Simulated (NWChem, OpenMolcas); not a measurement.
# How methods differ on C2HClFIn (SMILES C#[C][In]([F])[Cl])

C2HClFIn has 6 atoms, charge 0, and is taken as a singlet. SMILES: `C#[C][In]([F])[Cl]`. Geometry: relaxed at PBE0-D4/def2-TZVP.

Each level gives the dipole moment (D). The values are calculated.

```json
{"level": "HF/def2-SVP (core potential)", "kind": "Hartree–Fock", "program": "NWChem", "value (D)": "3.66", "CPU time": "26 s"}
{"level": "SVWN5/def2-SVP (core potential)", "kind": "LDA", "program": "OpenMolcas", "value (D)": "2.98", "CPU time": "16 s"}
{"level": "BLYP/def2-SVP (core potential)", "kind": "GGA", "program": "OpenMolcas", "value (D)": "2.87", "CPU time": "22 s"}
{"level": "revPBE/def2-SVP (core potential)", "kind": "GGA", "program": "OpenMolcas", "value (D)": "2.93", "CPU time": "21 s"}
{"level": "M06-L/def2-SVP (core potential)", "kind": "meta-GGA", "program": "OpenMolcas", "value (D)": "3.15", "CPU time": "30 s"}
{"level": "TPSS/def2-SVP (core potential)", "kind": "meta-GGA", "program": "OpenMolcas", "value (D)": "3.01", "CPU time": "27 s"}
{"level": "r2SCAN/def2-SVP (core potential)", "kind": "meta-GGA", "program": "OpenMolcas", "value (D)": "3.15", "CPU time": "27 s"}
{"level": "B3LYP/def2-SVP (core potential)", "kind": "global hybrid", "program": "NWChem", "value (D)": "3.10", "CPU time": "28 s"}
```

The values span 2.87 to 3.66 D. Magnitudes only. CPU times are rough (shared hosts, several kinds of processor and program).
